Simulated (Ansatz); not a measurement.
`N[CH2][Al]([OH])[GaH2]`. The species carries charge 0 and has multiplicity 1. Correlated methods include outer-core shells of Ga, which these sets cover unevenly. Scalar relativity is left out up to krypton.

Z-matrix (Å, degrees):
```
C
Al 1 1.981
N 1 1.476 2 112.5
H 1 1.096 2 111.9 3 -121.8
H 1 1.096 2 111.9 3 121.8
Ga 2 2.521 1 118.3 3 0.0
O 2 1.704 1 125.3 3 -180.0
H 3 1.013 1 111.4 2 -59.8
H 3 1.013 1 111.5 2 59.5
H 6 1.582 2 123.2 1 89.8
H 6 1.582 2 123.3 1 -89.6
H 7 0.956 2 125.5 1 -0.0
```

Q: Give the diagnostics of a CCSD(T)/def2-TZVPP run (frozen core, the Gaussian-basis code of Ansatz). (An estimate is asked.)

A: The calculation gave: T1 = 0.0133, largest single amplitude 0.025, largest double 0.024, (T) share of the correlation energy 3.7 %, 10 CCSD cycles. The RHF solution is stable towards an unrestricted one. T1 lies under the customary mark of 0.02 for closed shells.
